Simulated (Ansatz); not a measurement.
# Ligand exchange: Cd(CH3)F + SiH2(CH3)(OH) → Cd(CH3)(OH) + SiH2(CH3)F

Species: Cd(CH3)F, singlet; SiH2(CH3)(OH), singlet; Cd(CH3)(OH), singlet; SiH2(CH3)F, singlet. The partners trade F for OH: Cd–F and Si–OH bonds give way to Cd–OH and Si–F.

Shapes, held fixed at every level: PBE0-D4/def2-TZVP. Flexible molecules stand in one conformer, not always the lowest. Programs: Ansatz 0.2.0. Electronic energies: no zero-point or thermal term.

| level | kind | ΔE (kJ/mol) | less CCSD(T)/def2-TZVPP |
| --- | --- | --- | --- |
| HF/def2-TZVPP | Hartree–Fock | +1.2 | +11.2 |
| B3LYP-D4/def2-TZVPP | global hybrid | -3.3 | +6.7 |
| wB97M-V/def2-TZVPP | range-separated hybrid | -3.7 | +6.3 |
| wB97X-V/def2-TZVPP | range-separated hybrid | -2.6 | +7.4 |
| MP2/def2-TZVPP | perturbation theory | -13.9 | -3.9 |
| CCSD/def2-TZVPP | coupled cluster or CI | -8.5 | +1.5 |
| CCSD(T)/def2-TZVPP | coupled cluster or CI | -10.0 | 0.0 |

The highest level, CCSD(T)/def2-TZVPP, gives ΔE = -10.0 kJ/mol; the levels span -13.9 to +1.2. They disagree on the sign: 1 of 7 are positive. The column of differences is taken from that level and isn't an error. No measured value is set beside it here. For atoms past krypton def2 sets carry core potentials with scalar relativity. Outer-core shells of Cd are correlated in most correlated rows, in sets that cover them unevenly.
